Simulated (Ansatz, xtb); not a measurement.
# Ranking isomers of C4H4BBrO

10 gas-phase structures of C4H4BBrO, from a drawn sample of its isomers (lower ones may exist). Each was relaxed with GFN2-xTB:

A. `OC1=CBC(Br)=C1`, a singlet
B. `OC1=CBC=C1Br`, a singlet
C. `OC1=CC=C(Br)B1`, a singlet
D. `OC1=C(Br)C=CB1`, a singlet
E. `OC1=C(Br)BC=C1`, a singlet
F. `OB1C=CC=C1Br`, a singlet
G. `OB1C=CC(Br)=C1`, a singlet
H. `OC1=CC=CB1Br`, a singlet
I. `OC1=CC(Br)=CB1`, a singlet
J. `OC1=CB(Br)C=C1`, a singlet

Question: Estimate their order in r2SCAN-D4/def2-SVP energy at these geometries, lowest first.

Answer: Calculated order at r2SCAN-D4/def2-SVP: G (0.0), F (3.4), J (36.1), H (60.9), B (165.1), E (171.8), A (179.9), I (196.4), D (213.2), C (222.5) kJ/mol. Less than 1 kcal/mol parts G and F, so the order within that pair means little.

Energies above the lowest of each column, in kJ/mol; the last columns are at B3LYP/def2-SVP geometries and were run for some of them only (a dash: not run or not comparable):

```csv
structure,GFN2-xTB,HF/STO-3G,r2SCAN-D4/def2-SVP,B3LYP/def2-SVP,CCSD(T)/def2-SVP + ΔMP2/def2-TZVPP
G,0.3,0.0,0.0,0.0,0.0
F,0.0,0.7,3.4,0.8,1.9
J,9.8,51.3,36.1,42.4,50.3
H,31.0,72.2,60.9,64.7,75.2
B,103.3,172.1,165.1,–,–
E,105.5,171.2,171.8,–,–
A,109.7,180.4,179.9,–,–
I,121.6,196.0,196.4,–,–
D,133.0,200.5,213.2,–,–
C,133.6,205.6,222.5,–,–
```

Every level run on G puts it lowest or level with the lowest. Flexible structures stand in one conformer each, not always the lowest. Frequencies (GFN2-xTB) were run for F, G, H, J alone. ΔMP2 is the change of the MP2 energy from the smaller to the larger basis.

Over these structures GFN2-xTB departs from r2SCAN-D4/def2-SVP by 28.3 kJ/mol on average once a common shift is removed. A GFN2-xTB relaxation took about 0.074 s and the r2SCAN-D4/def2-SVP energy about 1.6 s on a shared host (Ansatz 0.2.0, xtb 6.7.1).
